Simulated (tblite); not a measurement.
Start geometry of `C#C[C@@H]1[C@@H](/C1=[C]/[H])C(=C)C` [radical] from a force field or distance geometry (Å):
```
atom  x, y, z in Å
C1     0.845   -2.006   -1.620
C2     0.865   -0.793   -1.068
C3     0.258    0.525   -0.721
C4    -1.006    0.411   -0.021
C5    -1.233   -0.029    1.219
C6    -2.262    0.827   -0.777
C7     1.623    0.223   -0.277
C8     1.981   -0.037    1.114
C9     2.294   -0.259    2.255
H10    1.705   -2.645   -1.530
H11    0.246    1.282   -1.584
H12   -0.499   -0.375    1.916
H13   -2.280   -0.049    1.597
H14   -3.109    0.768   -0.105
H15   -2.044    1.845   -1.161
H16   -2.416    0.118   -1.598
H17    2.461    0.662   -0.912
H18    2.561   -0.462    3.261
```

Task: What comes out of this run: GFN2-xTB geometry optimisation, gas phase in tblite?

Result: 
```
atom  x, y, z in Å
C1     1.164   -2.226   -1.320
C2     1.001   -1.024   -1.012
C3     0.152    0.193   -0.960
C4    -1.052    0.221   -0.096
C5    -1.214   -0.596    0.936
C6    -2.070    1.251   -0.483
C7     1.550    0.278   -0.368
C8     1.771    0.287    1.024
C9     1.964    0.265    2.211
H10    1.796   -3.073   -1.316
H11    0.031    0.716   -1.904
H12   -0.480   -1.339    1.194
H13   -2.091   -0.548    1.558
H14   -2.921    1.226    0.192
H15   -1.629    2.248   -0.454
H16   -2.424    1.072   -1.498
H17    2.307    0.782   -0.960
H18    2.138    0.272    3.244
```

The energy falls by 18.4 kcal/mol over 133 L-BFGS steps, the largest force on an atom goes from 4.44 to 0.009 eV/Å, and the atoms move by 0.628 Å rms after alignment. The bond that changes most is C1=C2 (ends: carbon bonded to C and H; carbon bonded to 3 C), which shortens by 0.081 Å. Bonds longer at the end by more than 0.005 Å: 4 of 18; shorter: 12. Among the angles that change most is C2–C1–H10, from 119.6° to 147.8°. Among the dihedrals that turn most is C7–C3–C4–C6, from 179° to 127°. Rotational constants go from 2255, 1365, 1023 to 2057, 1482, 1119 MHz. The orientation of the end geometry is arbitrary; only internal coordinates are fixed.

On Arm Neoverse V1, one thread, shared host, this took 0.91 s.

Its GFN2-xTB frequencies are all real (lowest 38 cm⁻¹).

One conformer stands for the species.

All values are computed, not measured.
